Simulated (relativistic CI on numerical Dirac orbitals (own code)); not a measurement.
## Crystal-field levels of Ag2+, 4d9

Calculated by Dirac-Coulomb-Breit CI, orbitals from a KLI potential per configuration, model QED (radiative potential, 1s self-energy scaled to tabulated hydrogen-like ionisation energies), one configuration in a parametric crystal field, unscaled Slater integrals (own radial code).

Field parameters in Wybourne normalisation: D4h B²₀ = −7Ds, B⁴₀ = 21(Dq − Dt), B⁴₄ = 21√(5/14) Dq. The field is a parameter set, without covalency.

S is read from ⟨S²⟩ = S(S + 1).

Levels (cm⁻¹, degeneracy): 0 (2), 3889 (2), 27962 (2), 31168 (2), 32357 (2).

Question: Which field gives this pattern?
A. D4h, 10Dq = 28400, Ds = 950, Dt = 20 cm⁻¹
B. D4h, 10Dq = 28400, Ds = 2180, Dt = 20 cm⁻¹
C. D4h, 10Dq = 28400, Ds = -1090, Dt = 20 cm⁻¹
D. D4h, 10Dq = 28400, Ds = 140, Dt = 20 cm⁻¹

Answer: A. D4h, 10Dq = 28400, Ds = 950, Dt = 20 cm⁻¹, ground level with S = 0.50.
